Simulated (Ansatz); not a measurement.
Basis-set extrapolation for C$_{2}$H$_{5}$BOS$_{2}$ (PBE0-D4/def2-TZVP geometry, frozen core, Ansatz 0.2.0). Multiplicity 1, RHF reference.

```csv
,def2-TZVPP,def2-QZVPP
HF,-973.330452,-973.360965
MP2 correlation,-1.028085,-1.106398
CCSD(T) correlation,-1.126597,not run
```

Energies in hartree. Use E(X) = E(∞) + A·exp(−7.88·√X) for Hartree–Fock and E(X) = E(∞) + B·X^(−2.97) for correlation, with X = 3 and 4, and add CCSD(T) minus MP2 of the smaller set to the MP2 limit.

**Question.** What is the CCSD(T) energy at the basis-set limit?

**Answer.** HF limit: -973.360965 + (-0.030513) × 0.13774 = -973.36517. MP2 limit: -1.106398 + (-0.078313) × 0.74074 = -1.16441. Higher-order term: -1.126597 − (-1.028085) = -0.09851. Total: -974.62809 hartree, 4.65 eV below CCSD(T)/def2-TZVPP.
